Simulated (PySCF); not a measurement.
[Lu(NH2)2]+: from a saddle point downhill

PySCF 2.14.0, RKS PBE0, Lu lcecp-1-SVP with ECP60, N def2-SVP, H def2-SVP; non-relativistic Hamiltonian with scalar-relativistic core potentials where named; density fitting; no spin-orbit coupling. Relaxed within the symmetry of its start, the geometry (C2v) is

```xyz
7

Lu    0.0000    0.0000   -0.1782
N     1.7302    0.0000    0.9160
H     2.1622   -0.8096    1.3682
H     2.1622    0.8096    1.3682
N    -1.7302    0.0000    0.9160
H    -2.1622    0.8096    1.3682
H    -2.1622   -0.8096    1.3682
```

and its lowest harmonic modes are -358, -347, 142, 394, 420, 558 cm⁻¹ (negative: unstable). It was moved along the lowest mode and relaxed again, within the group C2 that the move left.

**Question.** Where does it end, and how much lower?

**Answer.** In C2v, 0.448 eV lower, after 23 steps:
```xyz
7

Lu    0.0000    0.0000   -0.2595
N     1.6067    0.1627    0.9632
H     1.5336    0.1701    1.9828
H     2.6011    0.2528    0.7471
N    -1.6067   -0.1627    0.9632
H    -1.5336   -0.1701    1.9828
H    -2.6011   -0.2528    0.7471
```

**Question.** How do the contacts change?

**Answer.** 
```csv
contact,saddle (Å),end (Å)
Lu1–N2 (NH2),2.047,2.026
Lu1–N5 (NH2),2.047,2.026
```


**Question.** Is the end a minimum?

**Answer.** Yes; lowest modes 144, 204, 266, 388, 477, 599 cm⁻¹.

An lcecp potential fixes the number of 4f electrons, so in runs with it no electron can move into or out of that shell.

State: singlet in the valence, with the 4f electrons in the core potential.
